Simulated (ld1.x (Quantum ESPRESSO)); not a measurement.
**An all-electron radial function and its pseudo partner (Be)**

Columns: radius, all-electron u(r) and pseudo u(r) of the 2p shell (level -3.85 eV) of beryllium in the configuration [He] 2s1.75 2p0; LDA (PZ), scalar-relativistic, TM scheme, ld1.x (Quantum ESPRESSO) 7.5.

```json
{"r (bohr)": "0.158", "all-electron": "0.0317", "pseudo": "0.0125"}
{"r (bohr)": "0.315", "all-electron": "0.0968", "pseudo": "0.0485"}
{"r (bohr)": "0.473", "all-electron": "0.1720", "pseudo": "0.1049"}
{"r (bohr)": "0.630", "all-electron": "0.2454", "pseudo": "0.1754"}
{"r (bohr)": "0.788", "all-electron": "0.3129", "pseudo": "0.2540"}
{"r (bohr)": "0.945", "all-electron": "0.3719", "pseudo": "0.3327"}
{"r (bohr)": "1.102", "all-electron": "0.4223", "pseudo": "0.4052"}
{"r (bohr)": "1.260", "all-electron": "0.4645", "pseudo": "0.4669"}
{"r (bohr)": "1.418", "all-electron": "0.4983", "pseudo": "0.5145"}
{"r (bohr)": "1.575", "all-electron": "0.5239", "pseudo": "0.5471"}
{"r (bohr)": "1.732", "all-electron": "0.5423", "pseudo": "0.5665"}
{"r (bohr)": "1.890", "all-electron": "0.5541", "pseudo": "0.5749"}
{"r (bohr)": "2.047", "all-electron": "0.5599", "pseudo": "0.5753"}
{"r (bohr)": "2.205", "all-electron": "0.5607", "pseudo": "0.5703"}
{"r (bohr)": "2.362", "all-electron": "0.5569", "pseudo": "0.5620"}
{"r (bohr)": "2.520", "all-electron": "0.5494", "pseudo": "0.5515"}
{"r (bohr)": "2.678", "all-electron": "0.5388", "pseudo": "0.5394"}
{"r (bohr)": "2.835", "all-electron": "0.5257", "pseudo": "0.5258"}
{"r (bohr)": "2.992", "all-electron": "0.5106", "pseudo": "0.5106"}
{"r (bohr)": "3.150", "all-electron": "0.4937", "pseudo": "0.4937"}
{"r (bohr)": "3.308", "all-electron": "0.4757", "pseudo": "0.4757"}
{"r (bohr)": "3.465", "all-electron": "0.4569", "pseudo": "0.4569"}
{"r (bohr)": "3.622", "all-electron": "0.4375", "pseudo": "0.4375"}
{"r (bohr)": "3.780", "all-electron": "0.4177", "pseudo": "0.4177"}
{"r (bohr)": "3.938", "all-electron": "0.3977", "pseudo": "0.3977"}
{"r (bohr)": "4.095", "all-electron": "0.3780", "pseudo": "0.3780"}
```

Task: How many radial nodes do the two functions have?

Result: The all-electron 2p function has n − l − 1 = 0; the pseudo-wave has 0.

Task: At about which radius was the pseudo-wave matched?

Result: 3.15 bohr. The columns agree to 0.0005 from 2.83 bohr on; several derivatives are matched, so the curves merge somewhat inside the radius.

Task: Where does each function peak?

Result: Outermost all-electron maximum near 2.21 bohr, pseudo maximum near 2.05 bohr (to the table’s step).

Task: Is the pseudo-wave norm-conserving?

Result: Yes: the TM scheme keeps the norm inside the radius equal to the all-electron one, which fixes the energy derivative of the logarithmic derivative at the level.
